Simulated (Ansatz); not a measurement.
C$_{4}$H$_{5}$ (SMILES C=[C-]C=C), charge -1, singlet, at a GFN2-xTB geometry (a gas-phase anion, which may not be bound at this level); BHLYP/6-31G* in Ansatz (a first-principles code).

Ansatz was given this input:
Ansatz 0.2 input:
```yaml
crystal:
  periodic: [false, false, false]
  atoms:
    - {symbol: C, position_ang: [0.76645133, 1.62723698, -0.19087568]}
    - {symbol: C, position_ang: [0.33080987, 0.56287287, 0.44523206]}
    - {symbol: C, position_ang: [-0.60896898, -0.43372010, 0.22910579]}
    - {symbol: C, position_ang: [-0.43870256, -1.68366723, -0.29033372]}
    - {symbol: H, position_ang: [1.53672716, 2.27906179, 0.23761440]}
    - {symbol: H, position_ang: [0.43083746, 1.98728515, -1.19064969]}
    - {symbol: H, position_ang: [-1.56107635, -0.26445325, 0.75451594]}
    - {symbol: H, position_ang: [0.47603405, -1.97154968, -0.79242160]}
    - {symbol: H, position_ang: [-1.18006039, -2.46667903, -0.16782972]}
basis:
  gaussian:
    orbitals: 6-31G*
hamiltonian:
  xc: {name: BHLYP}
total_charge: -1
accuracy: high
```

Write the output that Ansatz gives for this input, abridged.


```
Functional definition: BHLYP
1611 factors; integrals over basis functions are off by at most 2.8e-9 eV
mean field evaluation 1: about -4221.7685 eV, gradient 2.4e1 eV
mean field evaluation 2: about -4222.5967 eV, gradient 1.7e1 eV
mean field evaluation 4: about -4223.3148 eV, gradient 1.7e0 eV
mean field evaluation 8: about -4223.3223 eV, gradient 8.6e-2 eV
mean field evaluation 16: about -4223.3223 eV, gradient 9.3e-6 eV
mean field -4223.32234597 eV, -155.2042335437 hartree, gradient 2.4e-8 eV, S^2 0.000000; 0 other end points of the search recorded, 0 dependent functions left out
reference -4223.32237286 eV, -155.2042345317 hartree; 15, 15 occupied and 55, 55 virtual orbitals, 1611 factors
Total energy: -4223.32237286 eV, -155.2042345317 hartree
```
